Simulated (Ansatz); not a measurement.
CH6ClNSi2, SMILES `N=C(Cl)[SiH2][SiH3]`. Charge 0, multiplicity 1.

```xyz
11

N    -2.171    1.399   -0.668
C    -1.571    0.452   -0.113
Cl   -2.336   -1.136   -0.144
Si    0.109    0.404    0.767
Si    1.542   -1.060   -0.365
H    -1.636    2.263   -0.589
H    -0.118   -0.033    2.168
H     0.624    1.801    0.757
H     1.590   -0.685   -1.802
H     1.059   -2.457   -0.226
H     2.907   -0.948    0.214
```

List the harmonic frequencies (cm⁻¹, unscaled) at PBE0-D4/def2-TZVP in Ansatz. (An estimate is asked.)

Computed: 38, 81, 96, 197, 359, 368, 407, 436, 521, 540, 594, 702, 766, 821, 865, 886, 920, 935, 938, 1205, 1703, 2208, 2222, 2232, 2237, 2247, 3484.

Is this a minimum?

Yes, all 27 modes are real.

Give the ideal-gas thermochemistry at 298.15 K and 1 bar (rigid rotor, harmonic oscillator; point group C1, symmetry number 1).

Zero-point energy 167.5 kJ/mol; H(298) − E = 191.5 kJ/mol; entropy 379.9 J/(mol·K), of which translation 168.9, rotation 119.1, vibration 91.9; G(298) − E = 78.2 kJ/mol. Modes under 100 cm⁻¹ are hindered rotations or soft bends, so the harmonic entropy is rough.

Rotational constants (cm⁻¹)?

0.1133, 0.0472, 0.03831.
